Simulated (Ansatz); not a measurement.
Reaction (cleavage of the Si–B bond): `C[Si](C)(F)BF` + HBr → `C[Si](C)(F)Br` + `BF`

Program: Ansatz. Geometries: PBE0-D4/def2-TZVP. ΔE: electronic, gas phase. CBS: MP2 limit from def2 TZ/QZ plus the TZ coupled-cluster correction, frozen cores. This one scheme is used for every species. For Br outer-core shells are correlated without core-valence functions, which leaves a few kJ/mol of doubt a bond. Scalar relativity is left out up to krypton. One conformer a species, not always the lowest.

| level | ΔE (eV) |
| --- | --- |
| SCS-MP2/def2-QZVPP | -1.62 |
| CCSD/CBS(def2) | -1.55 |

**Question.** What does CCSD(T)/CBS give? (An estimate is asked.)

**Answer.** Ansatz gave: -1.55 eV. The listed levels differ from it by -0.07, 0.00 eV.

Largest T1 diagnostic among the species: 0.013.

From PBE to PBE0 (25 % exact exchange), in def2-TZVPP and without D4, ΔE moves by −0.08 eV. The D4 term adds −0.03 eV with B3LYP and −0.01 eV with PBE0; it sums over pairs of atoms, weighted by their polarisabilities, and B3LYP, whose exchange is more repulsive, gets the larger term.

B3LYP here is the variant with VWN-RPA as its local correlation; programs differ in this.
